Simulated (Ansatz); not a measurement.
`[InH3]`, relaxed with RKS PBE-D4/def2-SVP in Ansatz from a rough embedded geometry. The force threshold is 0.03 eV/Å; the program also tests the step.

The species carries charge 0 and has multiplicity 1. In: def2 effective core potential.

Start:

```xyz
4

In   -0.004    0.220   -0.006
H     0.029    0.399    1.568
H     1.097   -1.363   -0.347
H    -1.121    0.745   -1.214
```

**Question.** By how much does the energy fall, and how many steps does the optimiser take? (Estimate.)

**Answer.** Computed: 46.64 kJ/mol, in 3 steps.

**Question.** Which bonds change most? (Best estimate.)

**Answer.** The calculation gave: In1–H3 from 1.958 to 1.746 Å; In1–H2 from 1.584 to 1.746 Å; In1–H4 from 1.727 to 1.746 Å.

**Question.** Give the relaxed structure. (Estimate.)

**Answer.** Ansatz gave: 
```xyz
4

In    0.000    0.000    0.000
H    -0.022    0.548    1.658
H     1.068   -1.297   -0.476
H    -1.046    0.748   -1.181
```
